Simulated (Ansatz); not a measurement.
`N=[CH][GaH][NH2]`, relaxed with RKS PBE0-D4/def2-TZVP in Ansatz 0.2.0 from a GFN2-xTB geometry. The force threshold is 0.005 eV/Å; the program also tests the step.

Total charge 0; spin multiplicity 1.

Start:

```xyz
9

N    -0.274   -1.678   -0.168
C     0.740   -1.199    0.403
Ga    0.552    0.826    0.313
N    -0.930    1.448   -0.502
H    -0.356   -2.698   -0.219
H     1.533   -1.821    0.849
H     1.560    1.885    0.892
H    -1.623    0.827   -0.904
H    -1.202    2.409   -0.664
```

```csv
step,energy (eV),largest force (eV/Å),largest move (Å)
1,-56465.9036,1.092,0.000
2,-56466.0094,0.380,0.110
3,-56466.0266,0.248,0.070
4 (rejected),-56466.0264,0.296,0.070
5,-56466.0317,0.119,0.035
6,-56466.0328,0.030,0.026
7,-56466.0329,0.007,0.014
8 (rejected),-56466.0329,0.013,0.005
9,-56466.0329,0.001,0.002
```

End:

```xyz
9

N    -0.337   -1.751   -0.203
C     0.635   -1.145    0.348
Ga    0.560    0.841    0.320
N    -0.923    1.454   -0.507
H    -0.232   -2.769   -0.151
H     1.465   -1.700    0.812
H     1.604    1.838    0.913
H    -1.600    0.815   -0.891
H    -1.172    2.418   -0.640
```

Hardware: 2 threads of an AMD EPYC 7R13 on a shared host and a share of an NVIDIA H100 80 GB. Wall time 8 s, peak host memory 0.84 GiB.
